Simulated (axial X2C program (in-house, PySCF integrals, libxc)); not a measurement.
## InSe⁺ at several levels of theory

Calculated with an axial X2C code built on PySCF integrals. Spin-free means the one-electron spin-free X2C Hamiltonian; two-component (2c) means X2C with spin–orbit coupling and atomic mean-field two-electron Coulomb and Gaunt terms, so the difference of the two also holds small scalar two-electron terms. Basis: In dyall-v3z [11s12p9d1f], Se dyall-v3z [8s9p6d1f] (cores contracted in-house); Gaussian nuclei, density fitting, unrestricted open shells. Masses: In 114.904 u, Se 79.917 u.

Input file and command:
```json
{
 "zs": [
  49,
  34
 ],
 "q": 1,
 "bas": [
  "dyall-v3z",
  "dyall-v3z"
 ],
 "levels": [
  "PBE0",
  "HF",
  "PBE",
  "r2SCAN0"
 ],
 "cc": false,
 "r0": 2.43,
 "npts": 10,
 "nst": 2,
 "ntry": 6
}
```
```bash
python so2c.py task.json out
```

Keys: zs atomic numbers; q charge; bas basis sets; levels methods; cc coupled cluster on or off; r0 starting distance in Å; npts points on the curve; nst determinants followed; ntry starts of the search. HF also brings MP2.

State, spin-free: M_S = 1, Λ = 1 (beyond evenly filled blocks: σα, π+α, π+β, π-α); electrons by block: σα: 18, σβ: 17, π+α: 9, π+β: 9, π-α: 9, π-β: 8, δ+α: 3, δ+β: 3, δ-α: 3, δ-β: 3. Fragments: In+ + Se.

State, 2c: Ω = 2 (⟨Sz⟩ = 0.99, ⟨Lz⟩ = 1.01 at PBE0); electrons by block: 1/2: 27, -1/2: 26, 3/2: 12, -3/2: 11, 5/2: 3, -5/2: 3. Fragments: In+ + Se.

```json
{"Hamiltonian": "spin-free", "level": "PBE0", "Re (Å)": "2.664", "ωe (cm⁻¹)": "132.7", "ωexe (cm⁻¹)": "1.77", "Be (cm⁻¹)": "0.05039", "De (eV)": "0.346", "D0 (eV)": "0.337", "μ (D)": "-2.82"}
{"Hamiltonian": "spin-free", "level": "PBE", "Re (Å)": "2.677", "ωe (cm⁻¹)": "138.2", "ωexe (cm⁻¹)": "1.47", "Be (cm⁻¹)": "0.04989", "De (eV)": "0.434", "D0 (eV)": "0.426", "μ (D)": "-2.63"}
{"Hamiltonian": "spin-free", "level": "r2SCAN0", "Re (Å)": "2.626", "ωe (cm⁻¹)": "141.6", "ωexe (cm⁻¹)": "1.95", "Be (cm⁻¹)": "0.05187", "De (eV)": "0.253", "D0 (eV)": "0.244", "μ (D)": "-2.84"}
{"Hamiltonian": "2c", "level": "PBE0", "Re (Å)": "2.670", "ωe (cm⁻¹)": "129.6", "ωexe (cm⁻¹)": "1.75", "Be (cm⁻¹)": "0.05015", "De (eV)": "0.417", "D0 (eV)": "0.409", "μ (D)": "-2.78"}
{"Hamiltonian": "2c", "level": "PBE", "Re (Å)": "2.683", "ωe (cm⁻¹)": "135.7", "ωexe (cm⁻¹)": "1.45", "Be (cm⁻¹)": "0.04969", "De (eV)": "0.513", "D0 (eV)": "0.504", "μ (D)": "-2.60"}
{"Hamiltonian": "2c", "level": "r2SCAN0", "Re (Å)": "2.629", "ωe (cm⁻¹)": "139.9", "ωexe (cm⁻¹)": "1.92", "Be (cm⁻¹)": "0.05175", "De (eV)": "n/a", "D0 (eV)": "n/a", "μ (D)": "-2.80"}
```

Dipoles are positive if Se is the positive end and refer to the centre of mass.

Dissociation energies refer to the lowest single-determinant-based atoms at the same level and basis. De is not given where an atomic determinant may have missed its ground term or J level, or where the truncated virtual space spoils (T). Density functionals use the spin component along the axis (collinear). Without a current term, density functionals place determinants with orbital angular momentum somewhat too high. The atomic limit has a lower orbital projection than the molecule and lies lower at mean-field level, so De may be about a tenth of an eV too small. The state is one determinant with fixed occupations, lowest in a PBE0 search at one distance only: followed along the bond, the spin-free determinant M_S = 1, Λ = 0 reaches 0.29 eV lower at PBE0, so the state shown is not the lowest. With several unpaired electrons one determinant need not be a pure state. Open-shell Ω = 0 determinants with evenly filled partner blocks cannot be reached by this program, so the Ω shown need not be the lowest component. At some level and bond length an empty orbital lies below a filled one.

No reliable constants came from HF (2c), HF (spin-free), MP2 (2c), MP2 (spin-free): no minimum in range, unconverged points, a curve that is not smooth, a change of character along it, or the two Hamiltonians disagreeing along it.

Rough cost a point (2c) on 1 thread(s) of a shared host, integrals apart: PBE0 1.8 s, PBE 0.8 s, r2SCAN0 2.6 s.

The whole task took 4.4 min on 1 thread of Arm Neoverse N1, with other jobs on the host.
